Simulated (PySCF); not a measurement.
## Frontier levels across methods

C₂H₉B₂N.
Structure used (PBE0-D3(BJ)/def2-SVP), in Å, numbered top down from 1:
```xyz
14
C2H9B2N angstrom
B      2.4657    0.2158    0.9137
N      1.1013    0.1665    0.5402
B      0.4928    0.8290   -0.5683
C     -1.0418    0.7108   -0.8798
C     -1.8901   -0.1721    0.0263
H      2.8341   -0.3955    1.8910
H      3.2335    0.8699    0.2505
H      0.4882   -0.3958    1.1254
H      1.2125    1.5012   -1.2730
H     -1.4354    1.7458   -0.9008
H     -1.1283    0.3906   -1.9360
H     -2.9524   -0.1682   -0.2617
H     -1.5559   -1.2225    0.0001
H     -1.8452    0.1594    1.0773
```

Basis pcSseg-1 throughout (PySCF), one geometry. Isolated species at its PBE0-D3(BJ)/def2-SVP geometry (one conformer only).

**Question.** How do the orbital energies, the gap and the dipole change with the method?

**Answer.** 
```csv
method,kind,HOMO (eV),LUMO (eV),gap (eV),μ (D),SCF cycles
BLYP,GGA,-7.14,-1.81,5.33,1.67,14
OPBE,GGA,-7.19,-1.83,5.36,1.70,14
PBE,GGA,-7.23,-1.99,5.24,1.72,14
B97-D,GGA,-7.24,-1.76,5.49,1.65,13
LDA,LDA,-7.29,-2.26,5.02,1.79,13
KT2,GGA,-7.30,-1.96,5.34,1.63,14
BP86,GGA,-7.34,-2.04,5.29,1.70,14
KT3,GGA,-7.36,-1.87,5.49,1.61,14
B97-2,global hybrid,-8.37,-0.94,7.42,1.58,13
B3LYP,global hybrid,-8.42,-1.18,7.24,1.59,13
PBE0,global hybrid,-8.62,-0.97,7.64,1.61,13
mPW1PW91,global hybrid,-8.65,-0.96,7.69,1.58,13
BHandHLYP,global hybrid,-9.95,0.14,10.10,1.48,12
CAM-B3LYP,range-separated hybrid,-10.06,0.16,10.22,1.56,12
wB97X-D,range-separated hybrid,-10.54,0.94,11.48,1.54,12
LC-wPBE,range-separated hybrid,-11.43,1.33,12.76,1.54,12
HF,Hartree–Fock,-12.01,2.77,14.77,1.35,9
```

The HOMO spans 4.86 eV, from BLYP down to HF, and the gap runs from 5.02 eV (LDA) to 14.77 eV (HF). Over the methods BLYP (0 %), OPBE (0 %), PBE (0 %), B97-D (0 %), LDA (0 %), KT2 (0 %), BP86 (0 %), KT3 (0 %), B97-2 (21 %), B3LYP (20 %), PBE0 (25 %), mPW1PW91 (25 %), BHandHLYP (50 %), HF (100 %), a straight line through the gap against the share of exact exchange rises by 0.95 eV for each 10 % (correlation coefficient 0.999). The dipole ranges from 1.35 D (HF) to 1.79 D (LDA). This basis has no diffuse functions.

The vertical ΔSCF ionisation energy at B3LYP/def2-SVPD is 10.58 eV; −ε(HOMO) comes closest to it with wB97X-D (10.54 eV).
